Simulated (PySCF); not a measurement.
Species: C2H6OSeSi2.
Structure used (PBE0-D3(BJ)/def2-SVP), in Å, numbered top down from 1:
```xyz
12
C2H6OSeSi2 angstrom
C     -2.2187    1.2226   -1.0168
C     -1.8029    0.2245   -0.4580
Si    -1.1137   -1.2324    0.4056
Se     0.4485   -0.5799    1.9382
Si     1.7043    0.6623    0.4848
O      1.9843   -0.1604   -0.9318
H     -2.5877    2.1021   -1.5143
H     -0.5390   -2.1690   -0.5997
H     -2.1765   -1.9210    1.1886
H      1.0214    1.9160    0.0839
H      2.9509    0.9449    1.2567
H      2.3699   -1.0384   -0.8475
```

Computed with PBE0-D3(BJ)/def2-SVP geometry optimisation, gas phase (PySCF).

Masses are those of the commonest isotopes; rigid-rotor values at the optimised geometry. The values belong to one conformer with, in the numbering `[CH:1]#[C:2][SiH2:3][Se:4][SiH2:5][OH:6]`, C2–Si3–Se4–Si5 -53°, Si3–Se4–Si5–O6 -47°, Se4–Si5–O6–H -54°.

Question: Give the principal moments of inertia and the rotational constants in MHz.

Answer: Ia = 301.55, Ib = 411.79, Ic = 582.34 u·Å²; 505379 MHz·u·Å²/I gives A = 1676, B = 1227, C = 867.8 MHz.

Question: What kind of rotor is it?

Answer: An asymmetric top. Ray's parameter κ = (2B − A − C)/(A − C) = -0.110; −1 is the prolate and +1 the oblate limit.

Question: Is it planar, by Δ = Ic − Ia − Ib?

Answer: Not planar: Δ = Ic − Ia − Ib = -131.00 u·Å². For a rigid frame Δ = −2 Σ m c², so Σ m c² = 65.50 u·Å² lies off the ab plane: 13.75 from hydrogen and 51.75 from heavier atoms. The atom farthest from that plane is 2.17 Å away.

Question: Give the other two planar moments, Paa and Pbb, and the rms extents of the mass along the axes.

Answer: Paa = Σ m a² = (Ib + Ic − Ia)/2 = 346.29 and Pbb = Σ m b² = (Ia + Ic − Ib)/2 = 236.06 u·Å². With the mass M = 181.91 u, the rms extents √(P/M) along a, b and c are 1.38, 1.14, 0.60 Å.

Question: List the rotational levels J(Ka,Kc) to J = 2 (cm⁻¹).

Answer: Above 0(0,0):
J = 1: 1(0,1) 0.0699, 1(1,1) 0.0849, 1(1,0) 0.0968
J = 2: 2(0,2) 0.2048, 2(1,2) 0.2126, 2(1,1) 0.2486, 2(2,1) 0.2935, 2(2,0) 0.2984

Question: Which types of transition are allowed, and where do some lines up to J = 2 fall?

Answer: The dipole components are |μa| = 0.08 D, |μb| = 0.66 D, |μc| = 0.52 D. Intensities carry the squares of the components, which stand as 0.01 : 1.00 : 0.62 (a : b : c). Some lines, for components of 0.1 D or more:

| type | branch | J(Ka,Kc) | MHz | lower level (cm⁻¹) |
| --- | --- | --- | --- | --- |
| c | Q | 1(1,1) ← 1(0,1) | 449 | 0.070 |
| b | Q | 1(1,0) ← 1(0,1) | 808 | 0.070 |
| b | Q | 2(1,1) ← 2(0,2) | 1313 | 0.205 |
| c | Q | 2(2,1) ← 2(1,1) | 1346 | 0.249 |
| b | Q | 2(2,0) ← 2(1,1) | 1492 | 0.249 |
| b | Q | 2(2,1) ← 2(1,2) | 2424 | 0.213 |
| b | R | 1(1,1) ← 0(0,0) | 2544 | 0.000 |
| c | R | 1(1,0) ← 0(0,0) | 2903 | 0.000 |
| b | R | 2(0,2) ← 1(1,1) | 3596 | 0.085 |
| b | R | 2(1,2) ← 1(0,1) | 4279 | 0.070 |
| c | R | 2(1,1) ← 1(0,1) | 5358 | 0.070 |
| b | R | 2(2,1) ← 1(1,0) | 5896 | 0.097 |
| c | R | 2(2,0) ← 1(1,0) | 6041 | 0.097 |
| c | R | 2(2,1) ← 1(1,1) | 6255 | 0.085 |
| b | R | 2(2,0) ← 1(1,1) | 6401 | 0.085 |

Whether it is a minimum is left open (no frequencies). These are rigid-rotor constants of the computed structure; measured ground-state constants (B0) also hold zero-point vibration.

The run took 3.4 min wall on an Arm Neoverse V2 with one thread, on a shared host, and the process peaked at 0.57 GiB of memory. That covers the optimisation of the geometry.
